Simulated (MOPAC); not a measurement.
MOPAC input (PM6):

```
PM6 PRECISE GNORM=0.05 LET XYZ GEO-OK AUX(PRECISION=9) THREADS=1
SZn

Zn   -0.00000000 1   -0.00000000 1   -0.72285354 1
S     0.00000000 1    0.00000000 1    1.35535039 1
```

From the last part of the output:

```
                                                       MOPAC v23.2.5 Linux

          FINAL HEAT OF FORMATION =         59.36485 KCAL/MOL =     248.38252 KJ/MOL

          COSMO AREA              =         72.31 SQUARE ANGSTROMS
          COSMO VOLUME            =         54.27 CUBIC ANGSTROMS

          GRADIENT NORM           =          0.01760          =       0.01244 PER ATOM
          IONIZATION POTENTIAL    =          8.618072 EV
          HOMO LUMO ENERGIES (EV) =         -8.618 -2.784
          NO. OF FILLED LEVELS    =          4
          MOLECULAR WEIGHT        =         97.4400         POINT GROUP:  C*v

          MOLECULAR DIMENSIONS (Angstroms)

            Atom       Atom       Distance
            S     2   Zn     1     2.14929
            S     2   Zn     1     0.00000
           Zn     1    S     2     0.00000

          SCF CALCULATIONS        =          6

   ATOM   CHEMICAL          X               Y               Z
  NUMBER   SYMBOL      (ANGSTROMS)     (ANGSTROMS)     (ANGSTROMS)

     1      Zn          0.00000000  *   0.00000000  *  -0.75839806  *
     2       S          0.00000000  *   0.00000000  *   1.39089491  *

                             CARTESIAN COORDINATES

   1   Zn        0.000000000     0.000000000    -0.758398059
   2    S        0.000000000     0.000000000     1.390894909

           Empirical Formula: Zn S  =     2 atoms

      MOLECULAR POINT GROUP   :   C*v

                  EIGENVALUES
 -27.56856 -11.83644  -8.61807  -8.61807  -2.78394  -0.10070  -0.10070   1.09520
   2.18289   2.18289   2.36489   2.60812   2.60812

              NET ATOMIC CHARGES AND DIPOLE CONTRIBUTIONS

  ATOM NO.   TYPE          CHARGE      No. of ELECS.   s-Pop       p-Pop       d-Pop
    1         Zn           0.551936        1.4481     1.28629     0.16177
    2          S          -0.551936        6.5519     1.96385     4.52376     0.06432
 DIPOLE           X         Y         Z       TOTAL
 POINT-CHG.     0.000     0.000    -5.698     5.698
 HYBRID         0.000    -0.000    -0.016     0.016
 SUM            0.000    -0.000    -5.714     5.714

          ATOMIC ORBITAL ELECTRON POPULATIONS

     Atom    s        px        py        pz      x^2-y^2     xz        z^2       yz        xy
    1 Zn   1.28629   0.06510   0.06510   0.03157
    2  S   1.96385   1.90862   1.90862   0.70652   0.00000   0.02628   0.01176   0.02628   0.00000

 **********************
 *                    *
 * JOB ENDED NORMALLY *
 *                    *
 **********************

 == MOPAC DONE ==
```
